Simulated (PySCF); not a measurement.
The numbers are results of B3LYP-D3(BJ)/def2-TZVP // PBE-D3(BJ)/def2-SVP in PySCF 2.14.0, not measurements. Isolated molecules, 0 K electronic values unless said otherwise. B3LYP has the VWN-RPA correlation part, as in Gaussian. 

Reference species: [Ta(Cl)5] (neutral, multiplicity 1).

```yaml
HOMO–LUMO gap: 4.91 eV
coordination_number: 5
```

Changed species: [Ta(F)5] (5 of 5 Cl replaced by F; the reference has 0 of 5 Cl replaced by F).

**Question.** What does the change do to the HOMO–LUMO gap and coordination number?

**Answer.** the HOMO–LUMO gap goes up by 3.97 eV, to 8.88 eV; the coordination number is nearly the same.
